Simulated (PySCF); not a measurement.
The vertical singlet excitations below were computed for one of the candidates. Theory: TDDFT PBE0/def2-SVPD, vertical, gas phase, core orbitals frozen in the response (PySCF 2.14.0, density-fitted response routines). Geometries: GFN2-xTB, one conformer each.

| state | ν̃ (cm⁻¹) | f | main configurations (H = HOMO, L = LUMO) |
| --- | --- | --- | --- |
| S1 | 29270 | 0.0001 | H→L (99%) |
| S2 | 48680 | 0.0005 | H-2→L (83%), H-3→L (12%) |
| S3 | 50170 | 0.304 | H-1→L (83%) |
| S4 | 51920 | 0.116 | H→L+1 (91%) |
| S5 | 54920 | 0.011 | H-3→L (84%), H-2→L (11%) |
| S6 | 56010 | 0.106 | H→L+2 (86%) |

Triplets computed (Tamm–Dancoff): 3.06, 4.14 eV.

Orbital energies (eV): HOMO-3 -10.19, HOMO-2 -9.97, HOMO-1 -9.04, HOMO -7.69, LUMO -2.16, LUMO+1 0.03, LUMO+2 0.40.

Task: Which structure fits? All have the formula C4H8N2Si.
A. `Cc1cnn([SiH3])c1`
B. `Cc1cn([SiH3])cn1`
C. `CC/C(C#N)=N\[SiH3]`

Result: C. Its S1, at 3.63 eV, is the lowest among the candidates; the nearest of the others has S1 at 5.44 eV. S1 is HOMO→LUMO (99%). Löwdin shares by element: HOMO nitrogen 56% or more, carbon 18% or more, silicon 11% (atoms not listed hold the other 16%); LUMO nitrogen 44%, carbon 39% or more (atoms not listed hold the other 17%). At the same level the other candidates give, for their lowest levels:
- `Cc1cnn([SiH3])c1`: 6.05 eV (f 0.011); 6.22 eV (f 0.082); 6.47 eV (f 0.005); 6.49 eV (f 0.004); 6.65 eV (f 0.004); T1 4.52 eV; HOMO -6.89, LUMO 0.16 eV
- `Cc1cn([SiH3])cn1`: 5.44 eV (f 0.000); 6.18 eV (f 0.101); 6.20 eV (f 0.006); 6.35 eV (f 0.002); 6.40 eV (f 0.001); T1 4.34 eV; HOMO -6.52, LUMO -0.02 eV

Conformer computed: `[CH3:1][CH2:2]/[C:3]([C:4]#[N:5])=[N:6]\[SiH3:7]`: C1–C2–C3–C4 76°.
